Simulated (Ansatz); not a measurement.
Rb4⁺. The state is a quartet with charge 1. Geometry r2SCAN/def2-TZVP; atoms count from 1.

Cartesian coordinates in Å:
```
Rb -1.710 -1.488 -2.304
Rb 2.512 -3.124 0.153
Rb -2.511 3.125 -0.155
Rb 1.709 1.488 2.305
```

In the def2 sets Rb takes a core potential; there is no spin–orbit coupling. At PBE0/def2-TZVP a doublet of charge 1 lies 0.66 eV below the quartet, each at its own geometry. The structure comes from a short search, and lower isomers may exist.

(1) Estimate the Mulliken populations from the PBE0/def2-TZVP orbitals of Ansatz.

(2) Where does the spin sit?

(3) And the Mayer bond orders between bonded heavy atoms (over 0.3)?

Results:

(1) 
| atom | charge (e) | spin (α − β) |
| --- | --- | --- |
| Rb1 | 0.29 | 0.71 |
| Rb2 | 0.21 | 0.79 |
| Rb3 | 0.21 | 0.79 |
| Rb4 | 0.29 | 0.71 |
Mulliken values and Mayer orders depend strongly on the basis.

(2) Summed by element: Rb 3.00, of 3 unpaired in all. Largest on single atoms: Rb2 0.79, Rb3 0.79, Rb1 0.71.

(3) Rb1–Rb2 0.34 (5.15 Å); Rb1–Rb3 0.34 (5.15 Å); Rb2–Rb4 0.34 (5.15 Å); Rb3–Rb4 0.34 (5.15 Å).
